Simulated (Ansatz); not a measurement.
Hexamethyldisiloxane, C6H18OSi2 from Hartree–Fock to CCSD(T)

```xyz
27

C     0.1410    1.9020   -1.8165
Si   -0.4695    1.5114   -0.0937
C    -2.3130    1.2037   -0.1273
C    -0.0667    2.9120    1.0696
O     0.2980    0.1753    0.4677
Si    0.6126   -1.4272    0.3182
C    -0.9756   -2.3935    0.5110
C     1.8170   -1.8841    1.6664
C     1.3598   -1.7621   -1.3623
H    -0.0937    1.0938   -2.5143
H    -0.3224    2.8161   -2.1983
H     1.2244    2.0472   -1.8243
H    -2.5686    0.3945   -0.8167
H    -2.6826    0.9286    0.8640
H    -2.8534    2.0980   -0.4504
H    -0.4067    2.6852    2.0834
H     1.0117    3.0855    1.1091
H    -0.5466    3.8422    0.7531
H    -1.4478   -2.1820    1.4739
H    -0.7882   -3.4698    0.4587
H    -1.6919   -2.1422   -0.2757
H     1.3942   -1.6734    2.6521
H     2.7434   -1.3121    1.5703
H     2.0714   -2.9470    1.6288
H     2.2668   -1.1708   -1.5128
H     0.6606   -1.5136   -2.1652
H     1.6261   -2.8175   -1.4690
```

The species carries charge 0 and has multiplicity 1. Geometry: relaxed with PBE0-D4/def2-TZVP. It is one conformer, not always the lowest. Frozen core, restricted reference, Ansatz 0.2.0. CBS rows extrapolate triple and quadruple zeta; past MP2 they add the triple-zeta difference.

| basis | HF (Eh) | MP2 corr. | CCSD corr. | (T) | CCSD(T) total |
| --- | --- | --- | --- | --- | --- |
| def2-SVP | -890.18016 | ? | ? | ? | ? |
| def2-TZVPP | -890.75485 | -1.54989 | -1.64926 | -0.06313 | -892.46724 |
| def2-QZVPP | -890.78859 | -1.65443 | – | – | – |
| CBS(def2) | -890.79323 | -1.73186 | ? | as TZ | ? |

Question: Fill in the withheld values. (Best estimate.)

Answer: The calculation gave: def2-SVP MP2 corr.: -1.24708; def2-SVP CCSD corr.: -1.36306; def2-SVP (T): -0.03780; def2-SVP CCSD(T) total: -891.58102; CBS(def2) CCSD corr.: -1.83123; CBS(def2) CCSD(T) total: -892.68759.
